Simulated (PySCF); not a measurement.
Isomers of C8H9P, mass 136.044 u with the commonest isotopes. The calculation used PBE0/pcSseg-1 in PySCF (dipole) on a GFN2-xTB geometry, gas phase. One conformer each, none proved a minimum here; rigid rotors.

Question: Order these by dipole moment, smallest first.
A. `[CH3:1]/[CH:2]=[P:3]\[c:4]1[cH:5][cH:6][cH:7][cH:8][cH:9]1` with C2–P3–C4–C5 -70°
B. `[CH2:1]=[CH:2][c:3]1[cH:4][cH:5][cH:6][c:7]([CH3:8])[p:9]1` with C1–C2–C3–C4 5°
C. `[cH:1]1[cH:2][cH:3][c:4]2[c:5]([cH:6]1)[CH2:7][PH:8][CH2:9]2` with C4–C5–C7–P8 -19°, C5–C7–P8–C9 25°, C7–P8–C9–C4 -25°, C3–C4–C9–P8 -161°

Answer: C (0.95 D), B (1.62 D), A (1.88 D).

Question: Order these by out-of-plane moment Σ m c² = (Ia + Ib − Ic)/2, smallest first.
A. `[cH:1]1[cH:2][cH:3][c:4]2[c:5]([cH:6]1)[CH2:7][PH:8][CH2:9]2` with C4–C5–C7–P8 -19°, C5–C7–P8–C9 25°, C7–P8–C9–C4 -25°, C3–C4–C9–P8 -161°
B. `[CH3:1]/[CH:2]=[P:3]\[c:4]1[cH:5][cH:6][cH:7][cH:8][cH:9]1` with C2–P3–C4–C5 -70°
C. `[CH2:1]=[CH:2][c:3]1[cH:4][cH:5][cH:6][c:7]([CH3:8])[p:9]1` with C1–C2–C3–C4 5°

Answer: C (1.67 u·Å²), A (9.75 u·Å²), B (61.20 u·Å²).

Question: Order these by rotational constant A, smallest first.
A. `[CH3:1]/[CH:2]=[P:3]\[c:4]1[cH:5][cH:6][cH:7][cH:8][cH:9]1` with C2–P3–C4–C5 -70°
B. `[cH:1]1[cH:2][cH:3][c:4]2[c:5]([cH:6]1)[CH2:7][PH:8][CH2:9]2` with C4–C5–C7–P8 -19°, C5–C7–P8–C9 25°, C7–P8–C9–C4 -25°, C3–C4–C9–P8 -161°
C. `[CH2:1]=[CH:2][c:3]1[cH:4][cH:5][cH:6][c:7]([CH3:8])[p:9]1` with C1–C2–C3–C4 5°

Answer: A (2751 MHz), C (2995 MHz), B (3328 MHz).

| SMILES | point group | Ia (u·Å²) | Ib (u·Å²) | Ic (u·Å²) | κ | μa (D) | μb (D) | μc (D) |
| --- | --- | --- | --- | --- | --- | --- | --- | --- |
| C/C=P\c1ccccc1 | C1 | 183.71 | 536.12 | 597.44 | -0.90 | 0.53 | 1.53 | 0.96 |
| c1ccc2c(c1)CPC2 | Cs | 151.85 | 465.47 | 597.83 | -0.81 | 0.95 | 0.00 | 0.01 |
| C=Cc1cccc(C)p1 | near Cs | 168.72 | 501.18 | 666.57 | -0.78 | 0.55 | 1.52 | 0.01 |
